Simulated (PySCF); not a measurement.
SiEt(NMe2)3, C8H23N3Si.
Cartesian coordinates in Å at the PBE0-D3(BJ)/def2-SVP level; atoms count from 1:
```
atom  x, y, z in Å
Si1   -0.1586    0.0933    0.1961
C2    -0.1077    0.0893    2.0858
C3     1.0876   -0.6615    2.6722
H4    -1.0549   -0.3052    2.4945
H5    -0.0661    1.1469    2.3993
H6     1.1080   -0.6090    3.7726
H7     1.0833   -1.7286    2.3985
H8     2.0381   -0.2467    2.3028
N9     1.4428    0.1277   -0.4917
C10    2.3132    1.2534   -0.2808
C11    2.0918   -1.0276   -1.0472
H12    3.1501    1.0199    0.4096
H13    1.7522    2.0985    0.1471
H14    2.7675    1.6056   -1.2285
H15    1.3691   -1.8462   -1.1737
H16    2.5319   -0.8109   -2.0410
H17    2.9154   -1.4022   -0.4046
N18   -0.9305    1.5533   -0.3524
C19   -2.0987    2.0700    0.3080
C20   -0.6461    2.1872   -1.6112
H21   -2.0078    3.1559    0.5080
H22   -2.2581    1.5712    1.2756
H23   -3.0221    1.9268   -0.2899
H24    0.2324    1.7212   -2.0792
H25   -1.4931    2.1086   -2.3251
H26   -0.4339    3.2680   -1.4867
N27   -0.9939   -1.3323   -0.3533
C28   -1.0896   -2.5667    0.3746
C29   -1.4682   -1.4120   -1.7097
H30   -2.1233   -2.9637    0.3548
H31   -0.8158   -2.4259    1.4296
H32   -0.4324   -3.3639   -0.0333
H33   -1.4621   -0.4172   -2.1786
H34   -0.8564   -2.0860   -2.3451
H35   -2.5091   -1.7879   -1.7478
```

Computed, not measured: PySCF 2.14.0, density-fitted response routines, TDDFT B3LYP/def2-SVPD, vertical, gas phase, core orbitals frozen in the response.

Transition dipole moments from the ground state, in atomic units and in the frame of the coordinates above (overall signs are arbitrary), for the states with f of 0.002 or more among the lowest 7:

| state | E (eV) | μx | μy | μz |
| --- | --- | --- | --- | --- |
| S1 | 5.139 | -0.007 | -0.173 | -0.193 |
| S2 | 5.260 | -0.136 | 0.154 | -0.118 |
| S3 | 5.532 | 0.313 | 0.009 | 0.002 |
| S4 | 5.704 | 0.045 | 0.091 | -0.064 |
| S5 | 5.823 | 0.049 | -0.056 | -0.277 |
| S6 | 5.853 | 0.259 | -0.008 | 0.096 |
| S7 | 5.863 | 0.077 | -0.072 | 0.054 |

Problem. What oscillator strength does each state have?

Solution. f = (2/3) ΔE |μ|² with ΔE in hartree (27.2114 eV).

```
state  |μ|² (au)  |μ| (D)      f
   S1      0.067     0.66  0.008
   S2      0.056     0.60  0.007
   S3      0.098     0.79  0.013
   S4      0.014     0.31  0.002
   S5      0.082     0.73  0.012
   S6      0.076     0.70  0.011
   S7      0.014     0.30  0.002
```

Problem. Which bond between heavy atoms lies closest to the direction of the S3 transition dipole?

Solution. Si1–N9, at 24° from it; next N18–C19 at 37°.

Problem. What angle do the transition dipoles of S5 and S6 make?

Solution. |cos θ| = |μa·μb| / (|μa| |μb|) = 0.17, so θ ≈ 80° (taken between 0 and 90°, since the signs are arbitrary).

Problem. How is the summed strength of these states shared among x, y and z?

Solution. (2/3) Σ ΔE μα² gives 0.027 for x, 0.009 for y and 0.020 for z, 0.056 in all.

One conformer stands for the species.

Without π bonds the low states may be Rydberg-like; a valence basis with one diffuse set may place them up to an eV too high.
